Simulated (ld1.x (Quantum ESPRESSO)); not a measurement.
**An all-electron radial function and its pseudo partner (cobalt)**

Columns: radius, all-electron u(r) and pseudo u(r) of the 3d shell (level -10.25 eV) of cobalt in the configuration [Ar] 3d7 4s1 4p1; LDA (PZ), scalar-relativistic, TM scheme, ld1.x (Quantum ESPRESSO) 7.5.

```tsv
r (bohr)	all-electron	pseudo
0.132	0.1484	0.0337
0.265	0.4942	0.2289
0.398	0.7718	0.5754
0.530	0.9153	0.8975
0.663	0.9543	1.0495
0.795	0.9298	1.0288
0.928	0.8727	0.9264
1.060	0.8025	0.8188
1.193	0.7284	0.7303
1.325	0.6567	0.6567
1.458	0.5889	0.5889
1.590	0.5271	0.5271
1.723	0.4705	0.4705
1.855	0.4199	0.4199
1.988	0.3742	0.3742
2.120	0.3337	0.3337
2.252	0.2975	0.2975
2.385	0.2650	0.2650
2.518	0.2361	0.2361
2.650	0.2105	0.2105
2.782	0.1877	0.1877
2.915	0.1672	0.1672
3.048	0.1490	0.1490
3.180	0.1329	0.1329
3.312	0.1186	0.1186
3.445	0.1057	0.1057
```

Problem. How many radial nodes do the two functions have?

Solution. The all-electron 3d function has n − l − 1 = 0; the pseudo-wave has 0.

Problem. At about which radius was the pseudo-wave matched?

Solution. 1.40 bohr, where the columns begin to agree (steps of 0.13 bohr).

Problem. Is the pseudo-wave norm-conserving?

Solution. Yes: the TM scheme keeps the norm inside the radius equal to the all-electron one, which fixes the energy derivative of the logarithmic derivative at the level.
